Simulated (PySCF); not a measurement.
Ru(O)4 anion (O4Ru), SMILES [O]=[Ru](=[O])(=[O])=[O] (connectivity only; charge and spin as stated), charge -1, multiplicity 2. Atoms are numbered in the order given.

```xyz
5

Ru     0.0000     0.0000     0.0000
O      1.0181     1.0181    -0.9531
O      1.0181    -1.0181     0.9531
O     -1.0181    -1.0181    -0.9531
O     -1.0181     1.0181     0.9531
```
Charge -1, spin multiplicity 2.

Geometry: B3LYP-D3(BJ)/def2-SVPD. The multiplicity is an assumed one; other spin states were not compared. The isomer is the one that the SMILES or the coordinates give; other isomers of the formula were not compared. The def2 effective core potentials stand for the cores of Ru; spin–orbit coupling is left out.

Level of theory: B3LYP-D3(BJ)/def2-SVPD (PySCF).

Frequencies are harmonic and unscaled.

Modes within 1.5 cm⁻¹ of each other (mostly degenerate sets) share a row, with their intensities summed.

Computed vibrational spectrum:
```
mode  ν (cm⁻¹)  IR (km/mol)  moving atoms (share of kinetic energy)
----  --------  -----------  --------------------------------------
1          217          0.0                                 O 100 %
2          237         33.9                         O 76 %, Ru 24 %
3          269          0.0                                 O 100 %
4–5        325         15.5                         O 81 %, Ru 19 %
6          846        249.2                         O 85 %, Ru 15 %
7–8        891        461.9                         O 81 %, Ru 19 %
9          899          0.0                                 O 100 %
```
